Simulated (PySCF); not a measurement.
Species: C6H10OSi2.
Numbering: `[SiH3:1]/[CH:2]=[CH:3]\[SiH2:4][c:5]1[cH:6][cH:7][cH:8][o:9]1`

Structure used (PBE0-D3(BJ)/def2-SVP), in Å, numbered top down from 1:
```xyz
19
C6H10OSi2 angstrom
Si    -1.5492    1.0666   -1.1521
C     -2.4021    0.2661    0.3285
C     -1.9513   -0.7282    1.1149
Si    -0.2899   -1.5916    0.9836
C      1.0273   -0.4398    0.3366
C      1.8141   -0.4626   -0.7891
C      2.6211    0.7111   -0.7552
C      2.2710    1.3635    0.3920
O      1.3227    0.6836    1.0526
H     -1.0894    0.0407   -2.1364
H     -2.5643    1.9352   -1.8250
H     -0.3944    1.9261   -0.7526
H     -3.4044    0.6623    0.5506
H     -2.6127   -1.0796    1.9212
H      0.0761   -2.1095    2.3368
H     -0.3426   -2.7412    0.0285
H      1.8020   -1.2321   -1.5588
H      3.3626    1.0307   -1.4840
H      2.6067    2.2910    0.8500
```

Level of theory: delta-SCF UKS SCAN, pcX-2 on the ionised atom, pcseg-1 elsewhere, spin-free X2C (PySCF 2.14.0). The ground state was rerun for each ionised atom, in the same mixed basis as its hole state.

```
ionised atom  basis functions  E(ground) (Eh)  binding energy (eV)
          C2              215      -889.90879              289.962
          C3              215      -889.90891              289.911
          C5              215      -889.91223              290.990
          C6              215      -889.90975              290.299
          C7              215      -889.91031              290.394
          C8              215      -889.91219              291.524
          O9              215      -889.93522              539.741
         Si1              226      -889.95958             1846.185
         Si4              226      -889.96124             1846.297
```

Question: Fill in the total energy of each core-ionised state.

Answer: With binding energy = E(ionised) − E(ground) and 27.2114 eV a hartree:

```
atom  binding energy (Eh)  E(ionised) (Eh)
  C2              10.6559        -879.2529
  C3              10.6540        -879.2549
  C5              10.6937        -879.2185
  C6              10.6683        -879.2415
  C7              10.6718        -879.2385
  C8              10.7133        -879.1989
  O9              19.8351        -870.1001
 Si1              67.8460        -822.1135
 Si4              67.8502        -822.1111
```

Question: How much do the ground-state energies differ, and what would follow from using one of them for all holes?

Answer: They run from -889.9612 Eh (core basis on Si4) to -889.9088 Eh (on C2), 0.0524 Eh or 1.43 eV apart, for one and the same state in different bases and grids. Pairing the ion of C2 with the ground state of Si4 would put its binding energy 1.43 eV too high.

Lowest listed C 1s: C3, bonded to C (double bond), H and Si. Highest, 1.61 eV above it: C8, bonded to O (aromatic in the SMILES), C (aromatic in the SMILES) and H. The widest gap between neighbouring values is 0.60 eV, between 290.39 and 290.99 eV. Summing the Pauling electronegativity differences to the bonded atoms, each weighted by its formal bond order, gives -1.00 for the lowest site and +0.99 for the highest; no listed site has a larger sum than the highest.

Only 1s holes are shown. One conformer (not necessarily the lowest) at the PBE0-D3(BJ)/def2-SVP geometry, without solvent, vibrations or thermal averaging.

On Arm Neoverse V1, one thread (shared host), this took 4.4 min.
